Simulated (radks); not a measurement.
Question: Species: Re+. Configuration: [Xe] 4f14 5d5 6s1. Calculated with a radial shooting solver on a logarithmic mesh with Libxc functionals: Dirac Kohn-Sham, PBEsol, spin-unpolarised, spherical densities, point nucleus; open shells are shared between the two j in proportion to 2j + 1. Some entries of the table are withheld. Estimate them.

| orbital | occ. | eigenvalue (hartree) | <r^2> (bohr^2) | <r> (bohr) |
|---|---|---|---|---|
| 1s1/2 | 2 | -2629.227 | 0.0004480 | 0.01804 |
| 2s1/2 | 2 | -455.7777 | 0.006819 | 0.07559 |
| 2p1/2 | 2 | -436.1152 | 0.004861 | (1) |
| 2p3/2 | 4 | -383.2313 | 0.006059 | (2) |
| 3s1/2 | 2 | -105.7239 | 0.04449 | 0.1970 |
| 3p1/2 | 2 | -96.95385 | 0.04078 | 0.1870 |
| 3p3/2 | 4 | -85.47062 | 0.04733 | 0.2019 |
| 3d3/2 | 4 | -70.74910 | 0.03660 | 0.1765 |
| 3d5/2 | 6 | -68.25603 | 0.03840 | 0.1811 |
| 4s1/2 | 2 | -22.27610 | 0.2193 | 0.4405 |
| 4p1/2 | 2 | -18.61996 | 0.2257 | 0.4451 |
| 4p3/2 | 4 | -15.93758 | 0.2607 | 0.4786 |
| 4d3/2 | 4 | -9.93799 | 0.2824 | 0.4935 |
| 4d5/2 | 6 | -9.44244 | 0.2954 | 0.5049 |
| 5s1/2 | 2 | -3.41304 | (3) | 1.037 |
| 5p1/2 | 2 | -2.30752 | 1.465 | 1.137 |
| 5p3/2 | 4 | -1.90286 | 1.744 | 1.240 |
| 4f5/2 | 6 | -1.88887 | 0.4130 | 0.5762 |
| 4f7/2 | 8 | -1.79653 | 0.4263 | 0.5851 |
| 5d3/2 | 2 | -0.49808 | 3.901 | 1.811 |
| 6s1/2 | 1 | -0.46780 | 9.179 | 2.852 |
| 5d5/2 | 3 | -0.46385 | 4.212 | 1.881 |

Answer: 
(1) 2p1/2 <r> (bohr): 0.06247
(2) 2p3/2 <r> (bohr): 0.07055
(3) 5s1/2 <r^2> (bohr^2): 1.208
